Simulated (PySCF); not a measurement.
silene (CH$_{4}$Si), singlet, geometry from GFN2-xTB; M06/def2-SVP (PySCF).

The PySCF input:
```python
from pyscf import gto, scf, dft

mol = gto.Mole()
mol.atom = '''
    C    -1.18374738   -0.06187676   -0.03170521
    Si    0.56077136    0.02931260    0.01501957
    H    -1.80839471    0.81354535   -0.08654760
    H    -1.71582209   -0.99776298   -0.00784418
    H     1.44914582   -1.12480816    0.08920117
    H     1.32675622    1.26990993   -0.01485208
'''
mol.basis = 'def2-svp'
mol.verbose = 4
mol.build()

mf = dft.RKS(mol)
mf.xc = 'm06'
mf.grids.level = 0
mf.kernel()
```

What the program printed (banner, timings and long lists left out):

```
PySCF version 2.14.0

[INPUT] verbose = 4
[INPUT] num. atoms = 6
[INPUT] num. electrons = 24
[INPUT] charge = 0
[INPUT] spin (= nelec alpha-beta = 2S) = 0
[INPUT] symmetry False subgroup None
[INPUT] Mole.unit = angstrom
[INPUT] Symbol           X                Y                Z      unit          X                Y                Z       unit  Magmom
[INPUT]  1 C     -1.183747380000  -0.061876760000  -0.031705210000 AA   -2.236958348871  -0.116930129875  -0.059914163622 Bohr   0.0
[INPUT]  2 Si     0.560771360000   0.029312600000   0.015019570000 AA    1.059704288900   0.055392785999   0.028382873809 Bohr   0.0
[INPUT]  3 H     -1.808394710000   0.813545350000  -0.086547600000 AA   -3.417370727012   1.537377901413  -0.163551260738 Bohr   0.0
[INPUT]  4 H     -1.715822090000  -0.997762980000  -0.007844180000 AA   -3.242433828579  -1.885498769430  -0.014823351872 Bohr   0.0
[INPUT]  5 H      1.449145820000  -1.124808160000   0.089201170000 AA    2.738488714358  -2.125579365076   0.168565781291 Bohr   0.0
[INPUT]  6 H      1.326756220000   1.269909930000  -0.014852080000 AA    2.507205889863   2.399781970566  -0.028066363580 Bohr   0.0

nuclear repulsion = 50.7854650017183
number of shells = 26
number of NR pGTOs = 88
number of NR cGTOs = 52
basis = def2-svp
ecp = {}

******** <class 'pyscf.dft.rks.RKS'> ********
method = RKS
initial guess = minao
damping factor = 0
level_shift factor = 0
DIIS = <class 'pyscf.scf.diis.CDIIS'>
diis_start_cycle = 1
diis_space = 8
diis_damp = 0
SCF conv_tol = 1e-09
SCF conv_tol_grad = None
SCF max_cycles = 50
direct_scf = True
direct_scf_tol = 1e-13
XC library pyscf.dft.libxc version 7.1.2
    S. Lehtola, C. Steigemann, M. J. T. Oliveira, and M. A. L. Marques,  SoftwareX 7, 1–5 (2018)
XC functionals = m06
    Y. Zhao and D. G. Truhlar,  Theor. Chem. Acc. 120, 215 (2008)
    Y. Zhao and D. G. Truhlar,  Theor. Chem. Acc. 120, 215 (2008)
radial grids:
    Treutler-Ahlrichs [JCP 102, 346 (1995); DOI:10.1063/1.469408] (M4) radial grids

becke partition: Becke, JCP 88, 2547 (1988); DOI:10.1063/1.454033
pruning grids: <function nwchem_prune>
grids dens level: 0
symmetrized grids: False
atomic radii adjust function: <function treutler_atomic_radii_adjust>
small_rho_cutoff = 0
Set gradient conv threshold to 3.16228e-05
Initial guess from minao.
tot grids = 5192
init E= -329.69784270379
  HOMO = -0.267450706303465  LUMO = -0.0939917629124616  gap/eV = 4.72006
cycle= 1 E= -329.720988044552  delta_E= -0.0231  |g|= 0.422  |ddm|= 2.25
  HOMO = -0.184133802478899  LUMO = 0.00426264972571344  gap/eV = 5.12653
cycle= 2 E= -329.528579830578  delta_E= 0.192  |g|= 0.831  |ddm|= 1.24
  HOMO = -0.233646453209699  LUMO = -0.0395506607732505  gap/eV = 5.28162
cycle= 3 E= -329.776109361992  delta_E= -0.248  |g|= 0.0387  |ddm|= 0.922
  HOMO = -0.239653103311266  LUMO = -0.043700723095438  gap/eV = 5.33214
cycle= 4 E= -329.77676257423  delta_E= -0.000653  |g|= 0.013  |ddm|= 0.0738
  HOMO = -0.238877797679311  LUMO = -0.0415480034585283  gap/eV = 5.36962
cycle= 5 E= -329.776826729543  delta_E= -6.42e-05  |g|= 0.00249  |ddm|= 0.0221
  HOMO = -0.239526312164688  LUMO = -0.0417972889834597  gap/eV = 5.38048
cycle= 6 E= -329.77682860678  delta_E= -1.88e-06  |g|= 0.000719  |ddm|= 0.00389
  HOMO = -0.239410635893936  LUMO = -0.0417774441926198  gap/eV = 5.37787
cycle= 7 E= -329.776828807486  delta_E= -2.01e-07  |g|= 6.67e-05  |ddm|= 0.000998
  HOMO = -0.239416250266419  LUMO = -0.0417798242330392  gap/eV = 5.37796
cycle= 8 E= -329.776828808993  delta_E= -1.51e-09  |g|= 1.53e-05  |ddm|= 0.000101
  HOMO = -0.239415890260387  LUMO = -0.0417781958267436  gap/eV = 5.37800
cycle= 9 E= -329.776828809065  delta_E= -7.14e-11  |g|= 1.61e-06  |ddm|= 1.75e-05
  HOMO = -0.239416207963078  LUMO = -0.0417783849946702  gap/eV = 5.37800
Extra cycle  E= -329.776828809064  delta_E= 9.09e-13  |g|= 2.92e-06  |ddm|= 5.1e-06
converged SCF energy = -329.776828809064
```
